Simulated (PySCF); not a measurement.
CH$_{3}$ (SMILES [CH3-]), charge -1, singlet, at a GFN2-xTB geometry (in this run its highest filled SCF level lies above zero, so its values depend strongly on the basis, on diffuse functions most of all). Base run: CAMB3LYP/cc-pVDZ (PySCF).

Input for PySCF:
```python
from pyscf import gto, scf, dft

mol = gto.Mole()
mol.atom = '''
    C     0.094435    0.098442    0.100706
    H    -0.627209   -0.621425    0.624633
    H     0.663992   -0.608499   -0.598808
    H    -0.603395    0.639270   -0.630059
'''
mol.basis = 'cc-pvdz'
mol.charge = -1
mol.spin = 0
mol.verbose = 3
mol.build()

mf = dft.RKS(mol)
mf.xc = 'camb3lyp'
mf.kernel()
```

Variants of this job, named by their change:

```json
[
 {"change": "base", "ΔE vs base (mEh)": "0.000", "fitting functions": "-"},
 {"change": "auxbasis = cc-pvqz-jkfit", "ΔE vs base (mEh)": "-0.021", "fitting functions": "259"},
 {"change": "auxbasis = def2-tzvp-ri", "ΔE vs base (mEh)": "-0.071", "fitting functions": "121"},
 {"change": "auxbasis = autoaux", "ΔE vs base (mEh)": "-0.001", "fitting functions": "186"},
 {"change": "exchange = seminumerical (SGX) (with mf = sgx.sgx_fit(mf, auxbasis='def2-universal-jfit'); with mf.with_df.dfj = True)", "ΔE vs base (mEh)": "-0.074", "fitting functions": "82"},
 {"change": "only_dfj = on; auxbasis = def2-universal-jfit", "ΔE vs base (mEh)": "-0.073", "fitting functions": "82"},
 {"change": "auxbasis = default (with mf = mf.density_fit())", "ΔE vs base (mEh)": "-0.045", "fitting functions": "139"},
 {"change": "auxbasis = def2-universal-jkfit", "ΔE vs base (mEh)": "-0.049", "fitting functions": "129"},
 {"change": "auxbasis = even-tempered beta=2.0", "ΔE vs base (mEh)": "-0.008", "fitting functions": "192"},
 {"change": "auxbasis = cc-pvtz-ri", "ΔE vs base (mEh)": "-0.090", "fitting functions": "171"}
]
```

A fitting set is made for a task (jfit for Coulomb, jkfit for Coulomb and exchange, ri for correlation) and for a family of orbital bases.
